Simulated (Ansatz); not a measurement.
Dissociation curve of GeBe, lowest singlet found (which spin is the ground state isn't settled by this scan). Each curve is given relative to its own lowest point between 1.80 and 2.55 Å, where full CI is lowest.

```tsv
R / Å	A	B	C
1.55	92.6	102.1	100.7
1.69	45.3	51.6	51.2
1.80	23.2	27.3	27.3
1.88	12.9	15.7	15.9
1.96	6.2	7.9	8.2
2.06	1.6	2.3	2.6
2.10	0.6	1.1	1.4
2.20	0.0	0.0	0.0
2.27	0.6	0.6	0.2
2.33	1.7	1.8	1.0
2.46	5.1	5.8	3.7
2.55	8.1	9.1	6.2
```

Energies in kcal/mol.

Question: Which curve belongs to which method? The methods are CCSD(T) on RHF/aug-cc-pVDZ, cores with 3d frozen run with Ansatz (a first-principles code); restricted PBE/aug-cc-pVDZ run with Ansatz; MP2 on RHF/aug-cc-pVDZ, cores with 3d frozen run with Ansatz.

Answer: A is RKS-PBE; B is RMP2; C is RCCSD(T).

The scan ran from 1.55 to 7.36 Å; beyond the distances shown full CI changes its symmetry label. The T1 diagnostic of CCSD on the restricted reference of RCCSD(T), RMP2 exceeds 0.045 at 1.55 to 1.69, 2.55 Å. The restricted form behind RKS-PBE, RMP2 keeps the bonding electrons paired and can't separate into open-shell fragments.
